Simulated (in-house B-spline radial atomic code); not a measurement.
Radial electron density of the niobium ion Nb⁸⁺, [Ar] 3d10 4s2 4p3. Level of theory: scalar-relativistic (X2C) BHandHLYP, spin-polarised, spherical fractional occupations, Fermi nucleus of rms radius 4.324 fm; calculated with an all-electron radial atomic-structure program (B-spline basis).

One-electron X2C: radii and densities carry no picture-change correction, so inner-shell <1/r> comes out high (for 1s by about 2 % at Z = 33, 5 % at 54, 10 % at 75, 30 % at 118) and <r> low.

Columns: r (bohr), 4πr²n(r) (electrons per bohr), bar.

```
 0.00127    1.567 #
 0.00154    2.159 ##
 0.00187    2.969 ##
 0.00226    4.032 ###
 0.00274    5.469 ####
 0.00332    7.357 #####
 0.00402    9.796 #######
 0.00487    12.91 #########
  0.0059    16.78 ############
 0.00715    21.47 ###############
 0.00867    26.93 ###################
  0.0105    32.92 #######################
  0.0127    39.04 ###########################
  0.0154    44.79 ###############################
  0.0187    49.31 ##################################
  0.0226     51.7 ####################################
  0.0274    51.57 ####################################
  0.0332    49.11 ##################################
  0.0402    45.64 ################################
  0.0487    43.33 ##############################
   0.059    44.48 ###############################
  0.0715    49.93 ###################################
  0.0866    57.67 ########################################
   0.105    63.15 ############################################
   0.127    61.89 ###########################################
   0.154    53.44 #####################################
   0.187    43.12 ##############################
   0.226    38.61 ###########################
   0.274    41.93 #############################
   0.332    47.11 #################################
   0.402    45.52 ################################
   0.487    35.01 ########################
    0.59    21.53 ###############
   0.714    12.21 #########
   0.865    8.447 ######
    1.05    6.928 #####
    1.27    4.854 ###
    1.54    2.375 ##
    1.86   0.7713 #
    2.26   0.1452 
    2.74  0.01533 
    3.31 0.0008332 
    4.01 1.926e-05
```

On this grid the curve has 3 maxima, near 0.0226, 0.105, 0.332 bohr.

The 4s up radial function P(r) = rR(r), positive near the nucleus:

```tsv
r (bohr)	P
0.000488	0.02233
0.000716	0.03102
0.00105	0.04293
0.00154	0.05907
0.00226	0.08061
0.00332	0.1086
0.00487	0.1432
0.00715	0.1828
0.0105	0.2214
0.0154	0.2454
0.0226	0.2306
0.0332	0.1443
0.0487	-0.0341
0.0715	-0.2671
0.105	-0.4013
0.154	-0.2175
0.226	0.2904
0.332	0.6246
0.487	0.1825
0.714	-0.7559
1.05	-1.133
1.54	-0.6306
2.26	-0.1299
3.31	-0.007314
```
